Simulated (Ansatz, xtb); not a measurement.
# C3H2ClF3: which of two isomers lies lower

Structure X: `C=C(Cl)C(F)(F)F`, a singlet. Structure Y: `FC(F)(F)/C=C\Cl`, a singlet. Both are isolated molecules in the gas phase, relaxed with r2SCAN-D4/def2-SVP.

Quicker runs give these differences E(Y) − E(X): GFN2-xTB −0.72 kJ/mol; HF/STO-3G +8.76 kJ/mol (at GFN2-xTB geometries); r2SCAN-D4/def2-SVP//GFN2-xTB +6.74 kJ/mol.

Q: Which of the two would you expect CCSD(T)/def2-SVP + ΔMP2/def2-TZVPP electronic energies to favour?

A: Structure X; the calculation gives E(Y) − E(X) = +7.29 kJ/mol.

The same difference at several levels:

```json
{"level": "GFN2-xTB", "geometry": "GFN2-xTB", "E(Y) − E(X) (kJ/mol)": "−0.72", "departure from the last row (kJ/mol)": "−8.00", "job, with rough time for the two": "optimisation, 0.3 s"}
{"level": "HF/STO-3G", "geometry": "GFN2-xTB", "E(Y) − E(X) (kJ/mol)": "+8.76", "departure from the last row (kJ/mol)": "+1.47", "job, with rough time for the two": "single point, 1 s"}
{"level": "r2SCAN-D4/def2-SVP//GFN2-xTB", "geometry": "GFN2-xTB", "E(Y) − E(X) (kJ/mol)": "+6.74", "departure from the last row (kJ/mol)": "−0.54", "job, with rough time for the two": "single point, 7.5 s"}
{"level": "r2SCAN-D4/def2-SVP", "geometry": "r2SCAN-D4/def2-SVP", "E(Y) − E(X) (kJ/mol)": "+5.82", "departure from the last row (kJ/mol)": "−1.47", "job, with rough time for the two": "optimisation, 45 s"}
{"level": "HF/def2-SVP", "geometry": "r2SCAN-D4/def2-SVP", "E(Y) − E(X) (kJ/mol)": "+5.63", "departure from the last row (kJ/mol)": "−1.66", "job, with rough time for the two": "part of the CCSD(T) run"}
{"level": "MP2/def2-SVP", "geometry": "r2SCAN-D4/def2-SVP", "E(Y) − E(X) (kJ/mol)": "+8.94", "departure from the last row (kJ/mol)": "+1.65", "job, with rough time for the two": "part of the CCSD(T) run"}
{"level": "CCSD(T)/def2-SVP", "geometry": "r2SCAN-D4/def2-SVP", "E(Y) − E(X) (kJ/mol)": "+9.28", "departure from the last row (kJ/mol)": "+2.00", "job, with rough time for the two": "single point"}
{"level": "CCSD(T)/def2-SVP + ΔMP2/def2-TZVPP", "geometry": "r2SCAN-D4/def2-SVP", "E(Y) − E(X) (kJ/mol)": "+7.29", "departure from the last row (kJ/mol)": "", "job, with rough time for the two": "single point, 92 s"}
```

As drawn, both hold the same kinds of bond in the same numbers.

GFN2-xTB finds them nearly level. The largest departure from CCSD(T)/def2-SVP + ΔMP2/def2-TZVPP is that of GFN2-xTB, 8.00 kJ/mol. A small imaginary or near-zero mode remains, so no thermal terms are given. The last row adds to CCSD(T) the change of the MP2 difference between the two basis sets, here −2.00 kJ/mol.

The correlated steps freeze 11 core orbitals. Programs: Ansatz 0.2.0, xtb 6.7.1; the last row on 2 threads of AMD EPYC 7R43 64-Core Processor (Zen 3) on a shared host.
